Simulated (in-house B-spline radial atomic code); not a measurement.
Checks on a self-consistent run for Hf5+, [Kr] 4d10 4f14 5s1 5p6. Computed with a B-spline radial code for spherical atoms: Dirac-Hartree-Fock, average of configuration, Fermi nucleus of rms radius 5.347 fm.

```csv
orbital,q,ε (Eh),<1/r>,<r²>,small-component weight
1s1/2,2,-2418.70899,83.775,0.000495039,0.073343
2s1/2,2,-420.38063,20.3235,0.0075743,0.016565
2p1/2,2,-400.69870,20.2484,0.0054457,0.016583
2p3/2,4,-356.80128,17.219,0.0066468,0.015068
3s1/2,2,-99.67393,7.47021,0.0494469,0.0054384
3p1/2,2,-90.98374,7.37274,0.0456268,0.0053665
3p3/2,4,-81.42196,6.59699,0.0522036,0.0049418
3d3/2,4,-66.90477,6.46879,0.0408208,0.0047976
3d5/2,6,-64.84063,6.28302,0.0426371,0.004677
4s1/2,2,-22.98039,3.09911,0.248738,0.0017326
4p1/2,2,-19.38995,2.99017,0.257931,0.0016484
4p3/2,4,-17.18370,2.73543,0.29222,0.0015017
4d3/2,4,-11.24967,2.50946,0.325271,0.001304
4d5/2,6,-10.83734,2.44448,0.33906,0.0012602
4f5/2,6,-3.42479,1.97125,0.513674,0.0008665
4f7/2,8,-3.35344,1.94294,0.53,0.00084707
5s1/2,1,-5.14388,1.18416,1.41524,0.00036849
5p1/2,2,-3.87301,1.06968,1.69867,0.00030761
5p3/2,4,-3.54426,0.985112,1.93853,0.00026993
```

Electron-electron repulsion V_ee = 5473.3199 hartree.

(1) What total energy follows from the eigenvalues?

(2) Does the Dirac virial theorem hold?

(3) What diamagnetic shielding (Lamb formula) and susceptibility (Langevin formula) do the radii give?

Results:

(1) The eigenvalues count the repulsion twice, so E = Σqε - V_ee = -9608.389 - 5473.320 = -15081.709 hartree; the run printed -15081.709.

(2) For a point nucleus E = -2c²Σq·w, with w the small-component weight. Here Σq·w = 0.40147 and c = 137.0360, so the ratio E/(-2c²Σq·w) is 1.000231; the finite nucleus accounts for the departure from 1.

(3) σ = (α²/3)Σq<1/r> = 519.677/(3·137.036²) = 9224.5 ppm, and χ = -0.79199×10⁻⁶·Σq<r²> = -20.81×10⁻⁶ cm³/mol with Σq<r²> = 26.278 bohr². Both are non-relativistic formulas without the paramagnetism of open shells; for so heavy an element the full relativistic shielding is larger by tens of per cent.
